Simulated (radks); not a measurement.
Problem. The mean radii <r> (bohr) of the occupied orbitals of an atom or ion are listed with their occupations. Method: scalar-relativistic Kohn-Sham, r2SCAN, spin-polarised, spherical densities, finite nucleus; meta-GGA in the generalised Kohn-Sham scheme; Fermi nuclear charge, rms radius of each element as measured or else 0.836 A^(1/3) + 0.57 fm; computed with a radial shooting solver on a logarithmic mesh with Libxc functionals.

orbital  occ.      <r>
1s up       1  0.02778
1s down     1  0.02777
2s up       1   0.1166
2s down     1   0.1167
2p up       3   0.1014
2p down     2   0.1015

Name the element and its charge. Open shells, if any, are filled with parallel spins first.

Solution. Z = 52, tellurium, charge +43: Te43+ in [He] 2s2 2p5. The 1s radius gives Z: for a bare nucleus <r> = (2 gamma + 1)/(2Z) with gamma = sqrt(1 - (Z/c)^2), 0.02741 bohr for Z = 52, and screening makes it slightly larger (0.02778 here). The occupations add up to 9, and the charge is Z minus that.
